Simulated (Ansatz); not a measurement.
Geometry optimisation, RKS PBE-D4/def2-SVP in Ansatz 0.2.0.

Input file:

```yaml
crystal:
  periodic: [false, false, false]
  atoms:
    - { symbol: Zr, position_ang: [0.036366, 0.120045, -0.077672] }
    - { symbol: O, position_ang: [-0.123065, -0.035655, 1.935479] }
    - { symbol: H, position_ang: [-0.667237, 0.370222, 2.630452] }
    - { symbol: Cl, position_ang: [2.219555, 0.685904, -0.793125] }
    - { symbol: "N", position_ang: [-1.072123, 1.690785, -0.674874] }
    - { symbol: H, position_ang: [-2.09493, 1.675971, -0.737742] }
    - { symbol: H, position_ang: [-0.739172, 2.61146, -0.976895] }
    - { symbol: Cl, position_ang: [-1.126339, -1.716217, -1.044535] }
    - { symbol: S, position_ang: [1.680358, -2.885055, 1.433505] }
    - { symbol: H, position_ang: [0.544698, -3.441976, 0.931122] }
    - { symbol: H, position_ang: [0.945688, -1.956683, 2.154385] }
basis:
  gaussian: { orbitals: def2-SVP }
hamiltonian:
  xc: pbe
  dispersion: d4
relax:
  f_tol: 0.03
  max_steps: 50
```

Command:

```bash
$ ansatz run input.yaml --threads 4 --pin off --max-ram 5120MiB --backend cpu --events-out ev --progress --plain --runs-dir out
```

Where does it end, and by what steps?

The run converged. The force dipped under the threshold on the way, but the program's further checks kept it going. After 29 steps the energy has fallen by 0.224 eV; H11 moved furthest, 1.16 Å. Joined: Zr1–S9 (3.74 → 2.99 Å).

| step | energy less start (eV) | largest force component (eV/Å) | accepted |
| --- | --- | --- | --- |
| 0 | 0.0000 | 1.375 | yes |
| 2 | -0.1410 | 0.465 | yes |
| 4 | -0.1654 | 0.397 | yes |
| 6 | -0.1937 | 0.157 | yes |
| 8 | -0.2041 | 0.050 | yes |
| 10 | -0.2056 | 0.105 | yes |
| 12 | -0.2074 | 0.031 | yes |
| 14 | -0.2101 | 0.106 | yes |
| 16 | -0.2137 | 0.158 | yes |
| 18 | -0.2067 | 0.797 | no |
| 20 | -0.2194 | 0.312 | no |
| 22 | -0.2221 | 0.033 | yes |
| 24 | -0.2227 | 0.029 | yes |
| 26 | -0.2234 | 0.100 | yes |
| 28 | -0.2237 | 0.053 | yes |
| 29 | -0.2238 | 0.012 | yes |

```xyz
11
Properties=species:S:1:pos:R:3
Zr -0.089 -0.061 0.091
O -0.500 -0.036 1.992
H -0.995 0.550 2.587
Cl 2.192 0.585 -0.290
N -0.972 1.586 -0.689
H -1.917 1.626 -1.090
H -0.533 2.509 -0.794
Cl -1.419 -1.704 -1.046
S 1.382 -2.589 0.723
H 0.413 -3.195 1.464
H 2.042 -2.153 1.832
```

The run took 68 s on 4 threads of Arm Neoverse V2, with other jobs on the host, peak memory 0.23 GiB.
